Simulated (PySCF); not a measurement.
**MnH₄: fields on a plane**

Level of theory: UPBE0 in PySCF with Mn def2-TZVP, H def2-TZVP; no relativity; density-fitted integrals.

The quartet minimum has H–H 0.860 Å, Mn–H 1.564 Å, Mn–H 1.606 Å, Mn–H 1.702 Å, Mn–H 1.745 Å; H–H–Mn 72.8°, H–H–Mn 78.3°, H–Mn–H 28.9°, H–Mn–H 71.3°, H–Mn–H 93.5°, H–Mn–H 100.2°, H–Mn–H 164.8°, H–Mn–H 166.3°.

The plane holds Mn1 at (0.00, 0.00), H2 at (1.61, 0.00), H3 at (-1.70, 0.41), H4 at (-0.09, -1.56), H5 at (-1.64, -0.45) Å. Columns run from x = -3.75 to 4.05 Å, rows from y = 2.85 (top) to -3.45 Å, in steps of 0.3 Å. Other isomers or separated fragments may lie lower.

**Question.** Give the electron density (e/Å³) (cut at 5 e/Å³). Lower edges of the bins (e/Å³): '_' 0.000, '.' 0.030, ':' 0.076, '-' 0.151, '=' 0.268, '+' 0.455, '*' 0.750, '#' 1.218, '%' 1.960, '@' 3.136; top 5.00, each point printed twice.

**Answer.** 
```
______________________________________________________
______________________________________________________
______________________________________________________
______________________________________________________
________________........______________________________
__________......::::::::....__......__________________
________....::------------::::::::::....______________
________..--==++++====******++==------::..____________
________::==**%%**++++@@@@@@@@**++++++==::..__________
________::==**##**++**@@@@@@@@##++**##++--..__________
________::==**##**++##@@@@@@@@**++**##++--..__________
________..--**%%**++**@@@@@@@@++==++++==::..__________
________..::==++++====**####**==------::..____________
__________..::------==++**++==--::::....______________
____________....::::==++##**==--::....________________
______________....::--++##**==::..____________________
__________________..::==++==--::..____________________
__________________....::::::::..______________________
______________________........________________________
______________________________________________________
______________________________________________________
______________________________________________________
```

**Question.** Give the highest occupied orbital (Å^-3/2) at -5.54 eV (cut at ±0.3; overall sign arbitrary). Lower edges of the bins (Å^-3/2): '_' -0.300, '.' -0.240, ':' -0.180, '-' -0.120, '=' -0.060, '+' 0.000, '*' 0.060, '#' 0.120, '%' 0.180, '@' 0.240; top 0.30, each point printed twice.

**Answer.** 
```
++++++++++++++++++++++++++++++++++++++++++++++++++++++
++++++++++++++++++++++++++++++++++++++++++++++++++++++
++++++++++++++++**********++++++++++++++++++++++++++++
++++++++++++****************++++++++++++++++++++++++++
++++++++++******##########**++++++++++++++++++++++++++
++++++++****####%%%%%%%%%%**++++======++++++++++++++++
++++++++****##%%@@@@@@@@@@**==========++++++++++++++++
++++++++**##%%@@@@@@@@@@@@++..::--====++++++++++++++++
++++++++****%%@@@@@@@@@@@@______::==++++++++++++++++++
++++++++++++**********@@@@______--++**++++++++++++++++
++++========--::::::______@@@@**********++++++++++++++
==========--..____________@@@@@@##******++++++++++++++
========----..__________==@@@@@@##****++++++++++++++++
========----::........::==##%%%%##****++++++++++++++++
==========----::::::::--==**********++++++++++++++++++
============------------==++++**++++++++++++++++++++++
================------====++++++++++++++++++++++++++++
============================++++++++++++++++++++++++++
============================++++++++++++++++++++++++++
============================++++++++++++++++++++++++++
==============================++++++++++++++++++++++++
============================++++++++++++++++++++++++++
```

The determinant is spin-contaminated (⟨S²⟩ = 4.04, pure value 3.75). Other spin states or occupations of the open shell can lie lower.
